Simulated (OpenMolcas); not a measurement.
An atom or ion with 40 electrons was computed by SS-CASPT2, IPEA 0.25 Eh, imaginary shift 0.1 Eh with spin-orbit coupling (OpenMolcas, ANO-RCC-VTZP, DKH2). The lowest levels that the run gave, each within 12 % of the measured value where one is at hand:

```
J  Parity  E (cm-1)      g
0    even       0.0       
1    even      1262  1.500
2    even      3080  1.497
3    even      5110  1.494
4    even      7230  1.490
0    even     21810       
4    even     24340  0.896
1    even     26900  1.466
5    even     27200  1.058
3    even     27900  0.920
2    even     28770  0.697
6    even     29140  1.154
```

Which ion is it, and what are the configurations and terms?

Ag⁷⁺ (Z = 47, charge +7; active space 4 electrons in 5 orbitals (4d)). J, parity and g give the terms where levels are pure, and mixed ones are named by the computed weights; the size of the splittings, set against known spectra of the 40-electron sequence, gives the charge. In order, with the measured energies in cm-1 (Atoms 5, 11 (2017), spectra Ag VII to Ag IX): 4d4 5D0, 4d4 5D1 (1340), 4d4 5D2 (3212), 4d4 5D3 (5292), 4d4 5D4 (7443), 4d4 3P0(1) (21309), 4d4 3H4 [69 %] (23302), 4d4 3P1(1) (26526), 4d4 3H5 (26250), 4d4 3G3 [50 %], 4d4 3F2(1) (28051), 4d4 3H6 (28185).

Term energies are means over components that CASPT2 splits; among the terms shown or strongly mixed into the levels shown the widest spread is 110 cm-1 (4d4 3F(1)). Terms from blocks run as CI alone lack orbitals of their own. Computed and measured levels are paired by configuration, term and J; levels that our copy of the source lacks, or whose pairing is in doubt (as where it misses far off the trend of its configuration), stay unpaired and out of the deviations. Levels of configurations outside the active space are missing.

A share in square brackets marks a mixed level and gives the weight of the term that names it. A number in round brackets counts repeated terms of one configuration in the order of the reference energies.
